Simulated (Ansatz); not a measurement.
Program: Ansatz. Geometries: PBE0-D4/def2-TZVP. ΔE: electronic, gas phase. CCSD(T)/CBS is the MP2 limit (def2-TZVPP, def2-QZVPP) plus CCSD(T) − MP2 in def2-TZVPP, frozen cores. DFT in def2-TZVPP. One conformer a species, not always the lowest.

`BC(C)B[SiH3]` + `CSC` → `CSB[SiH3]` + `BC(C)C`  (formal exchange of groups at a B–C bond)

```csv
level,ΔE (kJ/mol)
ωB97X-V,-90.6
SCS-MP2/def2-QZVPP,-94.9
```

**Question.** What does CCSD(T)/CBS give? (Estimate.)

**Answer.** Computed: -94.6 kJ/mol. The listed levels differ from it by 4.0, -0.3 kJ/mol.

Largest T1 diagnostic among the species: 0.015.

In def2-TZVPP, CCSD(T) changes the Hartree–Fock value by −4.9 kJ/mol (the triples alone add −1.7 kJ/mol) and MP2 by −5.4 kJ/mol.
